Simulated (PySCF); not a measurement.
Molfile (atoms numbered from 1):
```
C3H3ClN2Si
     RDKit          3D

 10  9  0  0  0  0  0  0  0  0999 V2000
    0.6081    2.8567   -0.8083 N   0  0  0  0  0  0  0  0  0  0  0  0
    0.5580    1.7101   -0.6464 C   0  0  0  0  0  0  0  0  0  0  0  0
    0.4610   -0.1166   -0.3796 Si  0  0  0  0  0  4  0  0  0  0  0  0
    1.6956   -0.5372    0.9375 C   0  0  0  0  0  0  0  0  0  0  0  0
    2.4347   -0.8388    1.7785 N   0  0  0  0  0  0  0  0  0  0  0  0
   -1.2593   -0.5489    0.2296 C   0  0  0  0  0  0  0  0  0  0  0  0
   -2.4032   -0.1299   -1.0759 Cl  0  0  0  0  0  0  0  0  0  0  0  0
    0.8203   -0.8211   -1.6308 H   0  0  0  0  0  0  0  0  0  0  0  0
   -1.5240    0.0218    1.1315 H   0  0  0  0  0  0  0  0  0  0  0  0
   -1.3492   -1.6215    0.4557 H   0  0  0  0  0  0  0  0  0  0  0  0
  1  2  3  0
  2  3  1  0
  3  4  1  0
  4  5  3  0
  3  6  1  0
  6  7  1  0
  3  8  1  0
  6  9  1  0
  6 10  1  0
M  END
```

Geometry: PBE0-D3(BJ)/def2-SVP; GIAO shifts from PySCF, gas phase, non-relativistic, averaged over equivalent atoms.

At B97-2/pcSseg-1 (148 basis functions, 19 s wall time on 1 thread of an Arm Neoverse N1, shared host):
```tsv
atoms	δ (ppm)
N1/N5	370.1
C2/C4	117.5
C6	28.6
Si3	-78.5
Cl7	29.2
H8	4.31
H9/H10	3.08
```

Scale: ¹⁵N (262.91 ppm) against NH3; ¹³C (183.69 ppm) and ²⁹Si (357.41 ppm) and ¹H (31.38 ppm) against TMS; ³⁵Cl (937.79 ppm) vs HCl (reference shieldings calculated alike).

**Question.** What do these become at PBE0/IGLO-III?

**Answer.** 
```json
{"atoms": "N1/N5", "δ at PBE0/IGLO-III": "372.8", "change": "+2.7"}
{"atoms": "C2/C4", "δ at PBE0/IGLO-III": "123.4", "change": "+5.9"}
{"atoms": "C6", "δ at PBE0/IGLO-III": "28.4", "change": "-0.2"}
{"atoms": "Si3", "δ at PBE0/IGLO-III": "-80.3", "change": "-1.8"}
{"atoms": "Cl7", "δ at PBE0/IGLO-III": "33.4", "change": "+4.2"}
{"atoms": "H8", "δ at PBE0/IGLO-III": "4.75", "change": "+0.44"}
{"atoms": "H9/H10", "δ at PBE0/IGLO-III": "3.14", "change": "+0.06"}
```

δ = σ(ref) − σ, references computed at the same level: ¹⁵N (260.55 ppm) against NH3; ¹³C (183.78 ppm), ²⁹Si (345.34 ppm), ¹H (31.37 ppm) against TMS; ³⁵Cl (944.80 ppm) against HCl.

The largest change is at C2/C4 (nitrile carbon). Cost: 293 basis functions, 37 s wall time on 1 thread of an Arm Neoverse V2, shared host.

Carbons that carry Cl, above all several Cl atoms, come out too deshielded, partly because spin–orbit coupling is missing. Experimental scales use liquid or dissolved standards, which lie at an offset from isolated NH3 (liquid NH3: subtract about 20 ppm). Unscaled 15N shifts of sp2 nitrogen often come out too high even then, by a few to some tens of ppm.
